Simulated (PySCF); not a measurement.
# Polarisability and C₆ of F⁺ (fluorine, charge +1)

[He] 2s2 2p4, high-spin 3P determinant. Calculation: PySCF 2.14, in aug-cc-pCVTZ-DK; scalar relativity by spin-free X2C-1e. Coupled (time-dependent) response in atomic units; α is the mean over directions.

| method | mean α (bohr³) | α xx, yy, zz | C₆ (like pair) | S(−4) |
| --- | --- | --- | --- | --- |
| UHF | 1.726 | 1.797, 1.583, 1.797 | 3.172 | 1.238 |
| PBE | 1.875 | 1.919, 1.787, 1.919 | 3.547 | 1.482 |
| PBE0 | 1.821 | 1.873, 1.717, 1.873 | 3.413 | 1.381 |
| BHandHLYP | 1.773 | 1.830, 1.660, 1.830 | 3.295 | 1.289 |
| B3LYP | 1.830 | 1.878, 1.733, 1.878 | 3.434 | 1.390 |

S(−4) is the Cauchy moment in α(ω) = α(0) + S(−4) ω² + …

α(iu) at PBE0:

```json
{"u (hartree)": "0", "α(iu) (bohr³)": "1.821"}
{"u (hartree)": "0.0500", "α(iu) (bohr³)": "1.818"}
{"u (hartree)": "0.100", "α(iu) (bohr³)": "1.807"}
{"u (hartree)": "0.200", "α(iu) (bohr³)": "1.768"}
{"u (hartree)": "0.300", "α(iu) (bohr³)": "1.709"}
{"u (hartree)": "0.500", "α(iu) (bohr³)": "1.553"}
{"u (hartree)": "0.750", "α(iu) (bohr³)": "1.339"}
{"u (hartree)": "1.00", "α(iu) (bohr³)": "1.141"}
{"u (hartree)": "1.50", "α(iu) (bohr³)": "0.8298"}
{"u (hartree)": "2.00", "α(iu) (bohr³)": "0.6185"}
{"u (hartree)": "3.00", "α(iu) (bohr³)": "0.3745"}
{"u (hartree)": "5.00", "α(iu) (bohr³)": "0.1763"}
```

For an ion, C₆ is the dispersion term alone; charge-induced terms of lower order in 1/R come first.

The components differ because the open shell of this determinant is not spherical; for a pure term their mean is the scalar polarisability.
